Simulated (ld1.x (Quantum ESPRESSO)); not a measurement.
Transferability test, TM potential for Mo

| Quantity | Value |
| --- | --- |
| Element | molybdenum (Mo) |
| Generator | ld1.x (Quantum ESPRESSO) 7.5 |
| Type | norm-conserving Troullier–Martins (Kleinman–Bylander form) |
| Functional | PBE |
| Relativity | scalar-relativistic |
| Frozen core | [Kr] |
| Valence charge | 6 |
| Reference configuration | 4d5 5s1 5p0 |
| Partial waves | 5p (bound, empty): rc 3.90 bohr; 4d (bound): rc 2.15 bohr; 5s (bound): rc 2.30 bohr |
| Local potential | the s channel |
| Core correction | none |

Energies are relative to the spin-unpolarised reference configuration 4d5 5s1 5p0; without spin polarisation the order of configurations can differ from experiment.

Q: Give the all-electron excitation energy and the error of the potential for: 4d5 5s0 5p0; 4d4 5s0 5p0; 4d3 5s0 5p0; 4d5 5s0.5 5p0; 4d6 5s0 5p0; 4d4 5s1 5p1; 4d5 5s0 5p1.

A:

```tsv
valence configuration	charge	ΔE all-electron (eV)	error AE − PS (meV)
4d5 5s0 5p0	+1	6.890	+20
4d4 5s0 5p0	+2	22.352	+7.6
4d3 5s0 5p0	+3	49.096	-188
4d5 5s0.5 5p0	+0.5	2.727	+2.7
4d6 5s0 5p0	0	0.763	-39
4d4 5s1 5p1	0	3.740	-66
4d5 5s0 5p1	0	3.140	+6.2
```

Levels in the configuration 4d5 5s0.5 5p0:

```
level  all-electron (eV)  pseudo (eV)
   4d             -6.939       -6.921
   5s             -6.859       -6.842
```
